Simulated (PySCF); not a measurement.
# Telling isomers of C4H2F4O apart by NMR

[PySCF: PBE0/pcSseg-1 with gauge-including orbitals; coordinates at the GFN2-xTB level; non-relativistic; in vacuum; single conformer; one averaged value for each set of equivalent atoms]

Scale: TMS for ¹H (σ = 31.72 ppm) and ¹³C (σ = 186.93 ppm) (reference shieldings calculated alike). Splittings of carbon signals by F and P are missing where no couplings were computed. Where no couplings were computed, multiplicities follow the n + 1 count of equivalent neighbours, and m marks all less simple cases (inequivalent or close neighbours, rings, F or P nearby). Shifts are as computed. Against solution values, carbons near 30 ppm lie about +3 ppm off and those near 130 ppm about +5 ppm. Of 1309 compounds with measured shifts, 239 miss one by over three times the rms of a fit or turn the order of signals round; such compounds aren't used in these exercises.

(1) Tabulate the signals of `O=C(F)/C=C\C(F)(F)F`, `FC(F)(F)OC1(F)C=C1` and their relative energies.

(2) What is the quickest way to tell O=C(F)/C=C\C(F)(F)F from FC(F)(F)OC1(F)C=C1?

## Answers

(1) 
| SMILES | carbon types | δC | δH | E rel. (kcal/mol) |
| --- | --- | --- | --- | --- |
| O=C(F)/C=C\C(F)(F)F | 2×C 2×CH | 159.8, 153.3, 133.0, 129.6 | 6.85 (m, 1H), 6.42 (m, 1H) | 0.0 |
| FC(F)(F)OC1(F)C=C1 | 2×C 2×CH | 134.4, 131.8, 93.5 | 7.94 (m, 2H) | 44.3 |

Energies are electronic energies at PBE0/pcSseg-1 on these geometries, without zero-point or thermal terms, each for the one conformer computed, which needn't be the lowest.

(2) Count the carbon signals: 4 against 3. The first has a carbonyl carbon (C) at 159.8 ppm, the second a three-membered-ring carbon (C) at 93.5 ppm. Their most deshielded carbons lie at 159.8 and 134.4 ppm. In the proton spectra the most deshielded non-exchanging signals are 6.85 (m, 1H) and 7.94 (m, 2H).
